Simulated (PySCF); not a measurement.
Checking a proposed structure

A compound C$_{7}$H$_{4}$ClFO gives the data below (simulated from a calculation) and was assigned the structure `O=C(Cl)c1cccc(F)c1`.

13C{1H} NMR (computed): δ 165.5 (C), 156.3 (C), 140.7 (CH, 2C), 136.1 (CH, 2C), 129.8 (C).

1H NMR (400 MHz, computed): δ 8.37 (m, 2H), 7.71 (d, 2H).

In vacuum, no relativistic terms, single conformer, rapidly exchanging positions averaged. GIAO B97-2/pcSseg-2 shieldings; geometry: PBE0-D3(BJ)/def2-TZVP; PySCF 2.14.0 with density-fitted response routines.

Shifts are taken against calculated references (same method and geometry level): 1H (σref 31.64) and 13C (σref 185.38) vs TMS.

Question: Compare with the shifts computed for the proposed structure, pairing carbons in order of shift.

Answer: Atom-mapped SMILES (the numbers label the heavy atoms): `[O:1]=[C:2]([Cl:3])[c:4]1[cH:5][cH:6][cH:7][c:8]([F:9])[cH:10]1`; H(Xn) means a hydrogen on atom n.

```tsv
atom	computed for proposal	given list	difference
C2	179.4	165.5	+13.9
C8	172.9	156.3	+16.6
C4	141.8	140.7	+1.1
C6	136.7	140.7	-4.0
C5	133.0	136.1	-3.1
C7	129.0	136.1	-7.1
C10	127.7	129.8	-2.1
```

The rms difference is 8.9 ppm and the largest +16.6 ppm at C8 (aromatic carbon bearing fluorine). The proposal also would give 7 carbon signals, not 5. The carbon types in order of shift don't match either: C, C, C, CH, CH, CH, CH for the proposal against C, C, CH, CH, CH, CH, C in the data. The proposal doesn't fit.

Question: Which isomer fits?

Answer: SMILES c1c(C(=O)F)ccc(Cl)c1.

Carbon types of the structure: 3 × C, 4 × CH, which accounts for all hydrogens. δC 165.5: carbonyl carbon. δC 156.3: aromatic carbon bearing chlorine. δC 140.7, 136.1: aromatic CH. δC 129.8: substituted aromatic carbon.

Other isomers checked: O=C(Cl)c1ccccc1F (rms 8.9 ppm).

This is the structure that produced the data.

Carbons that carry Cl, above all several Cl atoms, come out too deshielded, partly because spin–orbit coupling is missing. Splittings by 19F in the carbon and heteronuclear signals aren't shown, as no couplings were computed. Shifts are as computed. Against solution values, carbons near 30 ppm lie about +3 ppm off and those near 130 ppm about +7 ppm; carbons on Cl a further +5 ppm. Of 1309 compounds with measured shifts, 239 miss one by over three times the rms of a fit or turn the order of signals round; such compounds aren't used in these exercises. No couplings were computed; multiplicities are counted from neighbouring protons, with m where these are inequivalent, close in shift, in a saturated or five-membered ring or joined by F or P, and br s for small geminal =CH2 splittings.
